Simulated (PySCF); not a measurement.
Molecule: Ge(Cl)(Br)2(OH), HBr2ClGeO, SMILES [OH][Ge]([Cl])([Br])[Br], singlet. Atoms near the plane z = 0.8 Å, at the PBE0/def2-SVP optimised geometry (x, y, z in Å): O1 (1.1, -1.0, 0.0), Ge2 (-0.7, -1.0, 0.0), Cl3 (-1.4, 1.0, 0.0), Br5 (-1.5, -2.1, 1.9), H6 (1.4, -0.6, 0.8).

Level of theory: PBE0/def2-TZVP (PySCF). The values are rescaled to run from 0 to 1.

```
|+++++++++++++++++++++++++++|
|+++++++++++++++++++++++++++|
|+++++++++++++++++++++++++++|
|+++++++++++++++++++++++++++|
|+++++++++++++++++++++++++++|
|+++++****++++++++++++++++++|
|++++******+++++++++++++++++|
|+++**####**++++++++++++++++|
|++***#%%%#**+++++++++++++++|
|++**#%@@@%#*+++++++++++++++|
|++**#%@@@%#*+++++++++++++++|
|+++**#%@%%#**++++++++++++++|
|++++**####**+++++++++++++++|
|++++++******+++++++++++++++|
|+++++++++++++++++++++++++++|
|+========++++++=====+++++++|
|===---:--=++++==---==++++++|
|==--:..:-=++++==---==++++++|
|==-:.  .:=+**++=---==++++++|
|=--:.   :+*#**+======++++++|
|=--:   .-*###**+====+++++++|
|=--:. .:+#%%##*++++++++++++|
|==-::::=*#%%##*++++++++++++|
|===---=+*#%%#***+++++++++++|
|=======+*####***+++++++++++|
|+====++**###***++++++++++++|
|+++++++********++++++++++++|
```
Scale: ten equal steps from 0.000 (start of ' ') to 1.00 (end of '@'), in the order ' .:-=+*#%@'; x runs from -3.50 to 3.50, y from -3.50 (bottom) to 3.50 (top).

### Question
Which quantity is mapped?
(A) electrostatic potential
(B) Laplacian of the electron density
(C) an orbital amplitude
(D) deformation density (molecule minus spherical neutral atoms)

### Answer
C, an orbital amplitude. In full: HOMO−1 amplitude (bohr^(-3/2)).
